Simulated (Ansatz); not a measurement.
Li10 (started as a model of: Li10 tetrahedron), relaxed as a singlet with RKS B3LYP/def2-TZVP in Ansatz, starting from a model built from a lattice or polyhedron. Force threshold 0.02 eV/Å.

The restricted singlet is unstable towards broken spin symmetry at other levels; at B3LYP/def2-TZVP this wasn't settled. At PBE0/def2-TZVP a triplet of charge 0 lies 0.05 eV below the restricted singlet, each at its own geometry.

Start:

```xyz
10

Li    2.0713   -2.9384   -0.1526
Li   -0.5422   -1.8939    0.6745
Li   -3.1863   -0.8509    1.4813
Li    0.7713   -0.8276   -1.7549
Li   -1.8533    0.2006   -0.9299
Li   -0.5420    1.2741   -3.3445
Li    1.8596   -0.2175    0.9275
Li   -0.7874    0.8512    1.7545
Li    0.5878    1.8800   -0.6708
Li    1.6214    2.5224    2.0147
```

```csv
step,energy (eV),largest force component (eV/Å),SCF passes
1,-2046.7135,0.262,19
2,-2046.8820,0.104,22
3,-2046.8968,0.015,25
4,-2046.8980,0.003,17
```

Force components are those of the run's own axes.

End:

Cartesian coordinates in Å:
```
Li 2.195 -3.119 -0.156
Li -0.529 -1.826 0.640
Li -3.360 -0.897 1.565
Li 0.748 -0.806 -1.683
Li -1.785 0.207 -0.894
Li -0.564 1.342 -3.530
Li 1.788 -0.204 0.893
Li -0.745 0.808 1.681
Li 0.531 1.829 -0.641
Li 1.722 2.666 2.126
```

By distances, no bond broke or formed. The bond that changes most is Li1–Li7, from 2.94 to 3.12 Å (atoms count from 1).

The force fell under the threshold at step 3, but the optimiser went on. No frequencies were taken in this run, so the end may be a saddle point.

It took 7.5 s on 4 threads of Arm Neoverse V1 on a shared host.
